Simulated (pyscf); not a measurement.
`[F][GaH2]`, singlet

Gas-phase minimum from PySCF at ωB97X-D3(BJ)/def2-SVP, one conformer. 

```
Ga
F 1 1.7593
H 1 1.5561 2 114.09
H 1 1.5563 3 131.82 2 179.96
```
Charge 0, spin multiplicity 1.

Properties at ωB97X-D3(BJ)/def2-SVP:

* **Harmonic wavenumbers, unscaled**: 540, 646, 700, 759, 2056, 2057 cm⁻¹
* **Zero-point energy**: 9.7 kcal/mol
* **Rotational symmetry number**: 2
* **Entropy of this conformer at 298 K and 1 atm, rigid rotor and harmonic oscillator, modes under 100 cm⁻¹ raised to 100**: 252.4 J/(mol K)
* **Dipole moment**: 2.12 D

Single-point totals, which compare only within one level (frozen core for MP2 and CC):

```csv
level,total energy (hartree)
ωB97X-D3(BJ)/def2-TZVP,-2025.93783
PBE/def2-TZVP,-2025.57554
r²SCAN/def2-TZVP,-2025.91489
B3LYP-D3(BJ)/def2-TZVP,-2026.02576
PBE0-D3(BJ)/def2-TZVP,-2025.61642
M06-2X/def2-TZVP,-2025.92411
ωB97M-D3(BJ)/def2-TZVP,-2026.01049
HF/def2-TZVPP,-2023.92549
MP2/def2-TZVPP,-2024.41131
CCSD/def2-TZVPP,-2024.41556
CCSD(T)/def2-TZVPP,-2024.43114
```

The CCSD(T) − MP2 part came from Ansatz, without density fitting, on the same reference. The frozen core leaves the outer d or s,p core shells of the metals and heavy elements correlated in the MP2 and CC values, and def2-TZVPP describes them poorly, so these totals are far from the basis limit. Elements up to Kr have no core potential and no relativistic terms here.
